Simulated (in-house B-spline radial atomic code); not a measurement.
# RPA and G0W0 on wB97X: Mn⁺

Configuration [Ar] 3d5 4s1, highest spin, mean-field start wB97X. Computed with a B-spline radial code for spherical atoms: all electrons, non-relativistic, point nucleus, each spin shell either full or empty, empty states to l = 9 with an (l + 1/2)⁻⁴ tail; G0W0 by contour deformation at full frequency.

Command:
```bash
python run_gw.py task.json out
```
Settings (radii: box in bohr, nucleus in fm):
```
Z                        25
electrons                24
configuration            [Ar] 3d5 4s1
hamiltonian              nr
method                   wb97x
lmax                     9
spin_polarised           True
box_radius               23.78
intervals                52
ion_configuration        [Ar] 3d5
```

Cost of the run: 9 s on 1 thread of Arm Neoverse N1 (shared host).

Energies (hartree):

```json
{"term": "mean-field total", "value": "-1150.72728"}
{"term": "Hartree-Fock functional on these orbitals", "value": "-1149.63695"}
{"term": "direct second order", "value": "-1.7641"}
{"term": "second-order exchange", "value": "0.58364"}
{"term": "SOSEX correction", "value": "0.53254"}
```

(1) What is the RPA correlation energy, and what remains with SOSEX?

Quasi-particle levels (eV):

```csv
level,occupied,mean field,Σx - vxc,Σc,QP weight,G0W0
4s up,yes,-14.864,-0.12,?,?,?
3d up,yes,-21.102,-4.42,1.58,0.897,-23.940
3p down,yes,-64.07,-4.88,2.21,0.877,-66.75
3d down,no,-5.891,7.01,-5.63,0.908,-4.510
```

G0W0 = mean field + (Σx - vxc) + Σc, with Σc (partial-wave tail included) taken at the quasi-particle energy. Only the outer levels were computed. Levels of low weight are left out.

(2) Where does G0W0 put 4s up?

(3) What does it cost to remove one electron (to [Ar] 3d5) by differences of total energies, each species on its own start (correlation terms add to the Hartree-Fock functional)?

## Answers

(1) RPA gives -1.5311 hartree (-1.74 eV per electron); RPA + SOSEX gives -0.99853, and the second-order doubles -1.1805 hartree (no singles). RPA lacks exchange-type terms and so overcorrelates at short range.

(2) At -16.033 eV, with Σc = -1.05 eV and a quasi-particle weight of 0.965. The tabulated removal energy is 15.640 eV (NIST, measured); the calculation leaves out relativity, Breit and QED terms, and what these don't explain is the method's own error.

(3) wB97X 15.187 eV, Hartree-Fock functional 14.609 eV, + RPA 15.752 eV, + RPA + SOSEX 15.241 eV, + second order 15.656 eV. Tabulated: 15.640 eV (NIST, measured); the calculation leaves out relativity, Breit and QED terms, and what these don't explain is the method's own error.
